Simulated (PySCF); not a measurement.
## Trend along group 13: MI molecules

CCSD(T) with double-zeta basis sets in PySCF, for the lowest determinant that a PBE0 search found; no spin–orbit coupling. De refers to high-spin ground-configuration atoms.

```csv
M,basis,"reference, frozen orbitals",state (unpaired electrons),Re (Å),ωe (cm⁻¹),De (eV)
B,x2c-SVPall,"RHF, 19",singlet (closed shell),2.136,594,3.51
Al,def2-SVP,"RHF, 9",singlet (closed shell),2.543,327,3.68
Ga,def2-SVP,"RHF, 13",singlet (closed shell),2.590,223,3.50
Tl,def2-SVP,"RHF, 8",singlet (closed shell),2.883,150,3.23
```

Task: The row for M = In is missing. Estimate Re, ωe and De as the mean of the rows for Ga and Tl, and compare with the calculation.

Result: The means are 2.736 Å, 186 cm⁻¹ and 3.37 eV. RHF-CCSD(T) in def2-SVP gives InI as a singlet (closed shell) with Re = 2.796 Å, ωe = 179 cm⁻¹, De = 3.34 eV, so the estimate is off by -5.9 pm, +4 % and +0.02 eV.

The rows differ in basis set, which adds steps of its own.

Correlated steps freeze the inner cores (8 to 19 orbitals); shallow outer-core shells are correlated. Correlated levels converge slowly with the basis: in double zeta they bind strong bonds too weakly, by up to about 1 eV, and carry superposition errors of some tenths. Spin–orbit coupling is left out, which matters for elements this heavy, above all for dissociation energies. Where the molecule has an RHF reference, its open-shell atoms are computed with UHF.
